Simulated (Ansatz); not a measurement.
Geometry optimisation, RKS PBE-D4/def2-SVP in Ansatz 0.2.0.

The input (input.yaml):

```yaml
crystal:
  periodic: [false, false, false]
  atoms:
    - { symbol: "N", position_ang: [0.5253, -2.112, 0.7794] }
    - { symbol: C, position_ang: [1.0391, -0.7454, 0.5389] }
    - { symbol: B, position_ang: [0.3186, -0.0616, -0.7383] }
    - { symbol: S, position_ang: [0.5848, -0.8437, -2.4285] }
    - { symbol: Si, position_ang: [-0.6637, 1.5728, -0.5433] }
    - { symbol: "N", position_ang: [-2.0282, 1.3264, 0.6016] }
    - { symbol: F, position_ang: [0.3654, 2.7919, 0.0872] }
    - { symbol: H, position_ang: [-0.4563, -1.9328, 1.1321] }
    - { symbol: H, position_ang: [1.0346, -2.5049, 1.5713] }
    - { symbol: H, position_ang: [2.1337, -0.8302, 0.3608] }
    - { symbol: H, position_ang: [0.8911, -0.1072, 1.4629] }
    - { symbol: H, position_ang: [1.7001, -0.1176, -2.6906] }
    - { symbol: H, position_ang: [-1.239, 2.0183, -1.8519] }
    - { symbol: H, position_ang: [-2.6107, 0.5257, 0.2381] }
    - { symbol: H, position_ang: [-1.6167, 0.9697, 1.5095] }
basis:
  gaussian: { orbitals: def2-SVP }
hamiltonian:
  xc: pbe
  dispersion: d4
relax:
  f_tol: 0.015
  max_steps: 40
```

Run as:

```bash
$ ansatz run input.yaml --threads 2 --pin off --max-ram 3072MiB --backend cpu --events-out ev --progress --plain --runs-dir out
```

Question: Where does it end, and by what steps?

Answer: The run converged. After 21 steps the energy has fallen by 1.706 eV; H14 moved furthest, 1.69 Å.

```
step  energy less start (eV)  largest force component (eV/Å)  accepted
   0                  0.0000                           2.229       yes
   1                 -0.4646                           1.415       yes
   2                 -0.6584                           1.338       yes
   3                 -0.8988                           1.609       yes
   4                 -1.0904                           1.378       yes
   5                 -1.2695                           0.935       yes
   6                 -1.3706                           0.793       yes
   7                 -1.4590                           0.547       yes
   8                 -1.5208                           0.407       yes
   9                 -1.5701                           0.369       yes
  10                 -1.6090                           0.541       yes
  11                 -1.6468                           0.360       yes
  12                 -1.6601                           0.909       yes
  13                 -1.6838                           0.282       yes
  14                 -1.6065                           0.941        no
  15                 -1.7015                           0.083       yes
  16                 -1.7032                           0.061       yes
  17                 -1.7050                           0.058       yes
  18                 -1.7057                           0.053       yes
  19                 -1.7059                           0.050       yes
  20                 -1.7057                           0.053        no
  21                 -1.7061                           0.012       yes
```

```xyz
15
Properties=species:S:1:pos:R:3
N 1.373 -2.234 0.712
C 0.897 -0.860 0.815
B 0.384 -0.225 -0.533
S 0.618 -1.197 -2.020
Si -0.496 1.582 -0.572
N -2.024 1.468 0.237
F 0.538 2.670 0.140
H 0.596 -2.859 0.463
H 1.736 -2.574 1.610
H 1.747 -0.190 1.102
H 0.140 -0.659 1.626
H 0.061 -0.326 -2.914
H -0.781 2.142 -1.941
H -2.723 2.210 0.161
H -2.087 0.999 1.143
```

Whether the end is a true minimum wasn't checked by a vibrational analysis.

Run time: 70 s on 2 threads of AMD EPYC 9R14 (Zen 4), on a shared host, peak memory 0.26 GiB.
